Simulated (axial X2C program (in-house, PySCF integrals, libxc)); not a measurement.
**What spin–orbit coupling does to ZrC**

Computed with an in-house relativistic program for diatomic molecules. Spin-free means the one-electron spin-free X2C Hamiltonian; two-component (2c) means X2C with spin–orbit coupling and atomic mean-field two-electron Coulomb and Gaunt terms, so the difference of the two also holds small scalar two-electron terms. Basis: Zr dyall-cv3z [11s12p9d6f3g], C dyall-v3z [7s6p2d1f] (cores contracted in-house); Gaussian nuclei, density fitting, unrestricted open shells. Masses: Zr 89.905 u, C 12.000 u.

Spin-free state: M_S = 1, Λ = 0 (beyond evenly filled blocks: 2 × σα); fragments Zr + C.

```
level  Re (Å)  ωe (cm⁻¹)  De (eV)  μ (D)
 PBE0   1.775      965.3    5.189  -3.78
  M06   1.785      928.8    4.632  -3.91
```

Dipoles are positive if C is the positive end.

Two-component determinant lowest at the distance of the search:

Ω = 1 (⟨Sz⟩ = 1.00, ⟨Lz⟩ = 0.00 at PBE0); fragments Zr + C.

```tsv
level	Re (Å)	ωe (cm⁻¹)	μ (D)
PBE0	1.775	965.1	-3.77
M06	1.784	928.6	-3.90
```

From the two tables, how do the constants change at the PBE0 level (2c against spin-free)?

At the PBE0 level Re is unchanged within 0.001 Å and ωe doesn't move by more than 0.2 cm⁻¹.

Occupations by symmetry block were frozen at the best pattern of an incomplete PBE0 search. Dissociation energies refer to the lowest single-determinant-based atoms at the same level and basis. De is not given where an atomic determinant may have missed its ground term or J level, or where the truncated virtual space spoils (T). Density functionals use the spin component along the axis (collinear). Other states lie close and PBE0, whose exact exchange favours high spin, may order them wrongly; the determinant shown need not be the ground state. The nearest other spin-free determinant of the search, M_S = 0, Λ = 0, lies 0.37 eV up at the distance of the search. Without a current term, density functionals place determinants with orbital angular momentum somewhat too high. With several unpaired electrons one determinant need not be a pure state. Open-shell Ω = 0 determinants with evenly filled partner blocks cannot be reached by this program, so the Ω shown need not be the lowest component. The determinant is spin-polarised beyond a pure state at some levels (its spin-free form has ⟨S²⟩ too high), which makes Re and μ there less reliable.
